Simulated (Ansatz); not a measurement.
Rb₄Br₃⁺, relaxed as a singlet with RKS PBE-D4/def2-SVP in Ansatz, starting from the GFN2-xTB geometry. Force threshold 0.02 eV/Å.

In the def2 sets Rb takes a core potential; there is no spin–orbit coupling. Another isomer (singlet) lies 0.98 eV lower at PBE0-D4/def2-TZVP; other spin states weren't run for this one.

Start:

```xyz
7

Rb    1.994    6.121   -6.763
Rb   -2.157   -6.091    6.738
Rb    0.794    2.018   -2.241
Rb   -0.678   -2.022    2.270
Br    1.434    4.080   -4.571
Br   -1.440   -4.128    4.525
Br    0.052    0.023    0.042
```

```json
{"step": "1", "energy (eV)": "-212710.5850", "largest force component (eV/Å)": "0.144", "SCF passes": "14"}
{"step": "2", "energy (eV)": "-212710.6151", "largest force component (eV/Å)": "0.072", "SCF passes": "15"}
{"step": "3", "energy (eV)": "-212710.6209", "largest force component (eV/Å)": "0.027", "SCF passes": "15"}
{"step": "4 (rejected)", "energy (eV)": "-212710.6205", "largest force component (eV/Å)": "0.047", "SCF passes": "16"}
{"step": "5", "energy (eV)": "-212710.6212", "largest force component (eV/Å)": "0.008", "SCF passes": "17"}
```

Force components are those of the run's own axes.

End:

```xyz
7

Rb    2.034    6.246   -6.912
Rb   -2.203   -6.229    6.877
Rb    0.831    2.059   -2.292
Rb   -0.705   -2.069    2.321
Br    1.459    4.191   -4.671
Br   -1.473   -4.214    4.645
Br    0.056    0.017    0.032
```

By distances, no bond broke or formed. The bond that changes most is Rb3–Br5, from 3.18 to 3.26 Å (atoms count from 1).

No frequencies were taken in this run, so the end may be a saddle point.

Run time 12 s (4 threads of Arm Neoverse V2 on a shared host).
